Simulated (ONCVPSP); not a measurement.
**potassium: ONCV pseudisation with LDA (Perdew-Zunger), scalar-relativistic reference atom.**

K, optimised norm-conserving Vanderbilt (ONCV), made with ONCVPSP 4.0.1 (LDA (Perdew-Zunger), scalar-relativistic). Core [Ne], reference 3s2 3p6 4s1. Waves: 3s+4s: rc 2.00 bohr, ncon 4, nbas 8, qcut 7.9 1/bohr, 2 projectors; 3p: rc 2.05 bohr, ncon 3, nbas 6, qcut 7.5 1/bohr, 2 projectors, debl 1.2 Ha; d scattering state at 0.42 Ha: rc 2.20 bohr, ncon 3, nbas 6, qcut 3.9 1/bohr, 2 projectors, debl 2.3 Ha. Local part: polynomial inside 1.65 bohr (lpopt 5, dvloc0 4 Ha). Core correction: Teter function, fcfact 5, rcfact 1.35.

All-electron outer shells of the reference configuration (LDA (Perdew-Zunger), scalar-relativistic, ld1.x):

```
shell  level (eV)  outermost node (bohr)  outermost maximum (bohr)
   2p     -280.03                      –                      0.26
   3s      -35.18                   0.48                      1.07
   3p      -18.83                   0.45                      1.15
   4s       -2.43                   1.59                      4.03
```

What the tests gave:

- Cutoffs needed: 15 Ha and 19 Ha (the cutoffs (Ha) at which the residual kinetic energy of the hardest occupied pseudo-wave falls to 1 and 0.1 mHa per electron) The cutoffs count occupied waves only; projector 2 of the d channel, the hardest unoccupied one, needs 39 Ha at the loose tolerance.
- Ghost test: no bound ghost flagged; no localised positive-energy state flagged
- Largest excitation error: -55 meV (all-electron minus pseudo) for 3s1 3p6 4s1, out of 4 test configurations
- rms error of d²Exc/dni dnj: 2.44 mHa without and 0.30 mHa with the model core

Generation and tests took about 3.6 s on one core of a shared server CPU.
